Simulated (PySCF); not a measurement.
# Excitation energy of Ir²⁺ by level of theory

Ir²⁺ [Xe] 4f14 5d7 (4F) → Ir²⁺ [Xe] 4f14 5d6 6s1 (6D), as a difference of total energies. Calculation: PySCF 2.14, in aug-cc-pVTZ-PP with ECP60MDF; scalar relativity through the core potential. Correlated levels: valence: 5s2 5p6 frozen. The calculations carry no spin-orbit coupling.

| method | excitation energy (eV) |
| --- | --- |
| UHF | 1.323 |
| LDA | 1.355 |
| PBE | 1.481 |
| PBE0 | 1.609 |
| r2SCAN | 1.229 |
| BHandHLYP | 1.945 |
| M06-L | 2.276 |
| B2PLYP | 1.858 |
| wB97X-V | 2.147 |
| MP2 (valence) | 1.779 |
| SCS-MP2 (valence) | 2.331 |

Question: How much does correlation contribute at MP2 (valence)?

Answer: 1.779 − (1.323) = 0.456 eV, measured against UHF.
